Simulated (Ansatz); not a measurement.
Basis-set series for `[C]#C[SiH2]OC` radical. Charge 0, multiplicity 2. All single points use the PBE0-D4/def2-TZVP geometry. It is one conformer, not always the lowest.

```csv
functional,basis,functions,energy (Eh),HOMO (eV),LUMO (eV)
PBE0-D4,def2-SVP,99,-481.30549,-8.24,-4.63
PBE0-D4,def2-TZVPP,236,-481.63392,-8.31,-4.79
ωB97M-V,def2-SVP,99,-481.54577,-10.44,-2.71
ωB97M-V,def2-TZVPP,236,-481.88266,-10.56,-2.98
```

**Question.** Give the rows for def2-QZVPP. (Estimate.)

**Answer.** Computed: 
```
functional       basis  functions  energy (Eh)  HOMO (eV)  LUMO (eV)
   PBE0-D4  def2-QZVPP        448   -481.65480      -8.33      -4.80
   ωB97M-V  def2-QZVPP        448   -481.90199     -10.57      -3.02
```

HOMO and LUMO are taken over both spins.
